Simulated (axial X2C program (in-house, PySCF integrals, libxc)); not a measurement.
# Nuclear properties of YBr

Computed with an axial X2C code built on PySCF integrals: two-component X2C with atomic mean-field Coulomb and Gaunt terms, Gaussian nuclei, basis Y dyall-cv3z, Br dyall-cv3z with contracted cores.

R = 2.533 Å (near the PBE0 minimum at charge 0 of the determinant lowest at the starting distance; the state shown can have its own minimum elsewhere).

Determinant lowest in the PBE0 search, Ω = 0 (closed shell), highest spinor 74% Y s, 17% Y d, 6% Y p:

| level | qzz Y (a.u.) | qzz Br (a.u.) | μ (D) |
| --- | --- | --- | --- |
| PBE0 | -2.01 | 0.39 | -2.50 |
| HF | -2.64 | 0.02 | -2.47 |
| B3LYP | -1.99 | 0.32 | -2.61 |
| BP86 | -1.81 | 0.34 | -2.30 |
| LDA | -1.74 | 0.34 | -2.34 |

Determinant 0.45 eV from it at PBE0 and this distance, Ω = 1 (⟨Sz⟩ = -1.00, ⟨Lz⟩ = 2.00 at PBE0), spin on the atoms Y -1.01, Br 0.01:

| level | Eeff magnitude (GV/cm) | Ws magnitude Y (kHz) | A∥/gI Y (MHz) | qzz Y (a.u.) | A∥/gI Br (MHz) | qzz Br (a.u.) | μ (D) |
| --- | --- | --- | --- | --- | --- | --- | --- |
| PBE0 | 2.45 | 1.03 | -1010 | -0.59 | -48.8 | 0.27 | -4.13 |
| HF | 3.04 | 1.31 | -857 | -1.12 | -45.5 | -0.19 | -3.85 |
| B3LYP | 2.64 | 1.09 | -1070 | -0.56 | -53.2 | 0.22 | -4.08 |
| BP86 | 2.36 | 0.977 | -1050 | -0.41 | -51.7 | 0.30 | -3.86 |
| LDA | 2.44 | 1.01 | -1110 | -0.40 | -56.5 | 0.31 | -3.75 |

Eeff is the effective electric field on the electron electric dipole moment in this Ω state and Ws the scalar–pseudoscalar constant of the nucleus named (defined with the proton number Z and per Ω); A∥ (defined per Ω) follows by multiplying with gI = μI/(I μN); qzz is the electric field gradient, eQq0 = 234.96 MHz × Q/barn × qzz; μ is positive if the Br end (last atom) is positive. The operators were transformed with the bare-nucleus X2C matrices; with these basis sets, hyperfine constants and field gradients can be off by tens of per cent, and where levels differ in sign neither size nor sign is settled.

Each state is one determinant with collinear spin, which with several unpaired electrons need not be a pure state. Unrestricted Hartree–Fock can overshoot spin polarisation at the nuclei. With several open shells hyperfine constants can be off by a factor of several. Open-shell Ω = 0 determinants with evenly filled partner blocks cannot be reached by this program, so the Ω shown need not be the lowest component. States lie within half an eV, so the first need not be the ground state. Further determinants of the search, some of them spin-mixed, are not shown. Where a field gradient or hyperfine factor spreads by more than a factor of two over the levels, a constant derived from it is not to be relied on. PBE0 term energies can be off by some tenths of an eV.
